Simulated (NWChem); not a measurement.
GaHSCl2; SMILES [SH][Ga]([Cl])[Cl]

```xyz
5

Ga     0.0133    -0.0010     0.0000
Cl     1.6050    -1.4459     0.0000
Cl    -2.0183    -0.7252     0.0000
S      0.4660     2.1528     0.0000
H     -0.8419     2.4971     0.0000
```
Atoms are numbered in this order, from 1.

Geometry: optimised at B3LYP/6-31G* (spherical d).

Symmetry labels are those of Cs in the frame above (b1 and b2, or b-type labels, depend on it).

Task: List the 4 lowest vertical singlet excitations from B3LYP/def2-SVPD, full TDDFT (NWChem).

Result: 
```json
[
 {"state": "S1", "energy (eV)": "4.74", "oscillator strength": "0.008", "symmetry": "a\"", "leading excitation (squared amplitude)": "HOMO → LUMO (0.99)"},
 {"state": "S2", "energy (eV)": "5.55", "oscillator strength": "0.000", "symmetry": "a'", "leading excitation (squared amplitude)": "HOMO → LUMO+1 (0.60)"},
 {"state": "S3", "energy (eV)": "5.72", "oscillator strength": "0.016", "symmetry": "a'", "leading excitation (squared amplitude)": "HOMO−2 → LUMO (0.81)"},
 {"state": "S4", "energy (eV)": "5.84", "oscillator strength": "0.000", "symmetry": "a\"", "leading excitation (squared amplitude)": "HOMO−3 → LUMO (0.99)"}
]
```
